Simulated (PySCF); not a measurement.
C₂H₈O₂Si, SMILES C[Si@H](OC)O. Heavy atoms are numbered as in [CH3:1][O:2][Si@@H:3]([CH3:4])[OH:5]. Hydrogens are named by the atom that carries them.

Geometry optimised at r2SCAN-D4/def2-SVP. The structure was generated by enumeration; whether it is a known compound was not checked. The values are those of a single conformer.

Level of theory: PySCF with PBE/pcSseg-1.

GIAO shieldings, no solvent; atoms alike by connectivity are averaged. δ = σ(ref) − σ: ¹³C against TMS (σ = 182.0 ppm); ¹⁷O against H2O (σ = 334.3 ppm); ²⁹Si against TMS (σ = 335.4 ppm); ¹H against TMS (σ = 31.49 ppm), references at their B3LYP-D3(BJ)/def2-TZVP geometries, non-relativistic.

```json
[
 {"atoms": "C1 (CH3)", "nucleus": "¹³C", "count": "1", "δ (ppm)": "54.2"},
 {"atoms": "C4 (CH3)", "nucleus": "¹³C", "count": "1", "δ (ppm)": "___"},
 {"atoms": "O5 (OH)", "nucleus": "¹⁷O", "count": "1", "δ (ppm)": "___"},
 {"atoms": "O2", "nucleus": "¹⁷O", "count": "1", "δ (ppm)": "57.1"},
 {"atoms": "Si3 (SiH)", "nucleus": "²⁹Si", "count": "1", "δ (ppm)": "___"},
 {"atoms": "H on Si3", "nucleus": "¹H", "count": "1", "δ (ppm)": "___"},
 {"atoms": "H on C1", "nucleus": "¹H", "count": "3", "δ (ppm)": "4.03"},
 {"atoms": "H on O5", "nucleus": "¹H", "count": "1", "δ (ppm)": "1.61"},
 {"atoms": "H on C4", "nucleus": "¹H", "count": "3", "δ (ppm)": "0.46"}
]
```

**Question.** Some entries are withheld; supply them. (An estimate is asked for; the answer gives what the named calculation found.)

**Answer.** 
- Si3 (SiH), δ (ppm): -8.2
- H on Si3, δ (ppm): 5.27
- O5 (OH), δ (ppm): 64.2
- C4 (CH3), δ (ppm): -2.7
